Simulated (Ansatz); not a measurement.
Cost and result for the atomization energy of ClFH6Si3, SMILES `F[SiH](Cl)[SiH2][SiH3]` (11 atoms, 10 bonds).

Cartesian coordinates in Å:
```
F -0.261 0.327 -2.538
Si -0.216 1.349 -1.311
Cl 0.910 2.962 -1.882
Si 0.743 0.292 0.539
Si -0.411 -1.687 1.016
H -1.599 1.834 -1.095
H 0.655 1.239 1.685
H 2.175 0.019 0.241
H -0.284 -2.626 -0.129
H -1.849 -1.379 1.233
H 0.136 -2.328 2.240
```

Total charge 0; spin multiplicity 1. The structure was optimised at the PBE0-D4/def2-TZVP level. It is one conformer, not always the lowest. Program: Ansatz. All runs use 4 threads of an Arm Neoverse V2 on a shared host. Times are those of one run each, without the atoms' runs, and a repeat can differ threefold. Electronic energies, without spin–orbit coupling; frozen cores. CCSD(T)/CBS adds CCSD(T) − MP2 in def2-TZVPP to the MP2 limit, and its time is that of the two runs behind it. T1 = 0.012. B3LYP takes the VWN-RPA correlation (the form of Gaussian; ORCA's B3LYP/G).

CCSD(T)/CBS is a level of theory with its own doubt, some kJ/mol a heavy atom from the limit and from the frozen cores, so smaller differences don't rank the functionals.

```tsv
level	functions	wall time	atomization (kJ/mol)	difference from CCSD(T)/CBS	per bond
PBE-D4/def2-TZVPP (with forces)	283	2.6 s	3412.2	-33.5	-3.3
PBE0-D4/def2-TZVPP	283	3.7 s	3393.4	-52.3	-5.2
r2SCAN-D4/def2-TZVPP (with forces)	283	5 s	3441.6	-4.1	-0.4
B2PLYP/def2-TZVPP	283	5.5 s	3372.7	-73.0	-7.3
B3LYP-D4/def2-TZVPP (with forces)	283	6 s	3414.7	-31.0	-3.1
ωB97X-V/def2-TZVPP	283	9 s	3469.2	23.5	2.4
ωB97M-V/def2-TZVPP (with forces)	283	13 s	3434.5	-11.2	-1.1
MP2/def2-QZVPP	517	23 s	3421.0	-24.7	-2.5
CCSD(T)/def2-TZVPP	283	2.9 min	3344.4	-101.3	-10.1
CCSD(T)/CBS(def2)	–	3.3 min	3445.7	0.0	0.0
```

From PBE to PBE0 (25 % exact exchange), in def2-TZVPP and without D4, the atomization energy moves by −14.8 kJ/mol: exact exchange takes away binding that semilocal exchange gives to molecules. In def2-TZVPP, CCSD(T) changes the Hartree–Fock value by +725.7 kJ/mol (the triples alone add +38.2 kJ/mol) and MP2 by +741.4 kJ/mol; breaking electron pairs costs correlation energy, which Hartree–Fock lacks. The D4 term adds +47.5 kJ/mol with B3LYP and +25.3 kJ/mol with PBE0; it sums over pairs of atoms, weighted by their polarisabilities, and B3LYP, whose exchange is more repulsive, gets the larger term.
